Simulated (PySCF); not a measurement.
Molecule: `C=C(C(N)=O)C(C)C`, C₆H₁₁NO.

Geometry (Å), atoms numbered from 1 in this order:
```xyz
19

C     1.1247    0.7185    1.5488
C     0.4901    0.1470    0.5335
C     1.1214   -0.9934   -0.2057
N     2.4195   -0.7810   -0.5365
O     0.5503   -2.0226   -0.4968
C    -0.8968    0.5568    0.1065
C    -0.9595    0.7603   -1.4075
C    -1.9094   -0.5020    0.5494
H     2.0947    0.3903    1.8855
H     0.6763    1.5217    2.1106
H     2.8956    0.0729   -0.3107
H     2.9233   -1.5113   -1.0124
H    -1.1370    1.5047    0.6022
H    -1.9523    1.0950   -1.6985
H    -0.7470   -0.1739   -1.9207
H    -0.2362    1.5089   -1.7263
H    -1.9015   -0.6050    1.6323
H    -1.6561   -1.4609    0.1068
H    -2.9098   -0.2167    0.2320
```

Frames of a GFN2-xTB Langevin trajectory at 400 K; GIAO PBE0/pcSseg-1 shieldings in PySCF, gas phase, non-relativistic; equivalent atoms averaged within each frame.

References, each an isolated molecule treated in the same way: 13C (σ = 186.93 ppm), 1H (σ = 31.72 ppm) vs TMS; NH3 for 15N (σ = 267.73 ppm); 17O (σ = 336.08 ppm) against H2O. The references are static minima.

Task: How do the shifts (ppm) fluctuate along the trajectory?

Result: 
```csv
time (fs),C3,C2,C1,C6,C7/C8,N4,O5,H9,H10,H11
250,177.3,164.7,114.0,48.8,28.4,125.8,455.3,5.99,5.48,4.04
425,184.6,159.2,126.1,48.1,26.0,126.4,516.9,5.33,6.27,4.76
625,169.8,159.1,127.2,57.5,28.6,120.8,462.2,5.64,5.49,5.16
800,170.5,173.1,123.6,48.3,23.1,132.2,416.1,5.01,5.70,6.44
1000,174.6,163.0,118.0,42.4,23.9,121.2,444.7,5.26,5.16,4.43
mean of frames,175.4,163.8,121.8,49.0,26.0,125.3,459.0,5.44,5.62,4.97
standard deviation,6.0,5.7,5.6,5.4,2.5,4.6,36.8,0.38,0.41,0.92
```

5 frames give an uncertainty of the mean of about the standard deviation over 2.2 at best, since frames this close in time may not be independent; classical motion lacks zero-point vibration, and the reference would need the same averaging.
